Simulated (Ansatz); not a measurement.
`C[S][GeH]([CH3])[Cl]` + H₂O → `[CH3][GeH]([OH])[Cl]` + CH₃SH at 600 K and 1 bar (formal hydrolysis of a Ge–S bond).

Program: Ansatz. Geometries: PBE0-D4/def2-TZVP. ΔE: electronic, gas phase. CBS: MP2 limit from def2 TZ/QZ plus the TZ coupled-cluster correction, frozen cores. This one scheme is used for every species. For Ge outer-core shells are correlated without core-valence functions, which leaves a few kJ/mol of doubt a bond. Scalar relativity is left out up to krypton. One conformer a species, not always the lowest.

```
               species  CCSD(T)/CBS energy (Eh)  H − E (kJ/mol)  S (J/(mol·K))
`C[S][GeH]([CH3])[Cl]`              -3014.06069           296.6          509.4
                   H₂O                -76.37941            76.8          212.8
`[CH3][GeH]([OH])[Cl]`              -2652.20691           214.4          429.4
                 CH₃SH               -438.22835           152.3          296.8
```

H − E and S are ideal-gas, rigid-rotor, harmonic terms from PBE0-D4/def2-TZVP, for one conformer and one mirror image of each species. 1 Eh = 2625.50 kJ/mol, R = 8.31446 J/(mol·K).

Task: By hand: ΔE, ΔH, ΔS and ΔG.

Result: ΔE = (-2652.20691) + (-438.22835) − (-3014.06069) − (-76.37941) = 0.00484 Eh = 12.7 kJ/mol. Δ(H − E) = 214.4 + 152.3 − 296.6 − 76.8 = -6.7, so ΔH = 6.0 kJ/mol. ΔS = 429.4 + 296.8 − 509.4 − 212.8 = 4.0 J/(mol·K). ΔG = 6.0 − 600 × (4.0)/1000 = 3.6 kJ/mol.

Task: By hand: the equilibrium constant, and the temperature at which ΔG would vanish if ΔH and ΔS stayed fixed.

Result: log₁₀ K = −ΔG/(RT ln 10) = -0.3. ΔG = 0 at ΔH/ΔS = 1500 K, though so small a ΔH makes that figure unsure.

TΔS isn't small against ΔH here. The sign of ΔG lies within the doubt. A doubt of 5 kJ/mol in ΔE shifts log₁₀ K by 0.4 here. Other conformers and mirror images would add mixing entropy, several J/(mol·K) or more a flexible species. Modes under 60 cm⁻¹, often nearly free rotors, make the harmonic entropy too high. These are equilibria of isolated gas molecules and say nothing of rates. Largest T1 diagnostic: 0.010 (customary marks: 0.02 for closed shells, 0.045 for open ones).
